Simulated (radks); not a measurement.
Q: Radial electron density D(r) = 4 pi r^2 rho(r) of an atom or ion with 6 electrons. Method: non-relativistic Kohn-Sham, PBE, spin-polarised, spherical densities, point nucleus; computed with a radial shooting solver on a logarithmic mesh with Libxc functionals.

r (bohr)  D(r) (e/bohr)   spin D(r)
0.005566         0.1611  -0.0000314
0.006798         0.2351  -0.0000448
0.008303         0.3413  -0.0000627
0.01014          0.4926  -0.0000855
0.01239          0.7057   -0.000111
0.01513           1.002   -0.000134
0.01848           1.407   -0.000135
0.02275           1.975  -0.0000680
0.02779           2.691    0.000163
0.03394           3.595    0.000766
0.04146           4.686     0.00217
0.05063           5.931     0.00520
0.06185           7.241      0.0115
0.07554           8.465      0.0239
0.09226           9.387      0.0476
0.1127            9.769      0.0909
0.1376            9.426       0.167
0.1681            8.334       0.293
0.2053            6.713       0.489
0.2528            4.961       0.786
0.3088            3.769        1.16
0.3771            3.408        1.60
0.4606            3.804        2.02
0.5626            4.464        2.29
0.6872            4.742        2.28
0.8394            4.249        1.94
1.025             3.097        1.38
1.252             1.782       0.787
1.529            0.7831       0.349
1.868            0.2519       0.116
2.282           0.05567      0.0273
2.787          0.007793     0.00416

What is the nuclear charge?

A: Z = 9. The innermost maximum, from 1s, lies near 1/Z = 0.111 bohr (found: 0.114), and its height grows with Z. The density is that of the fluorine ion F3+ in [He] 2s2 2p2; the configuration itself is not fixed sharply by these data. D(r) has 2 maxima, at r = 0.114, 0.671 bohr, and minima at 0.371 bohr, inside which lie 2.18 electrons.
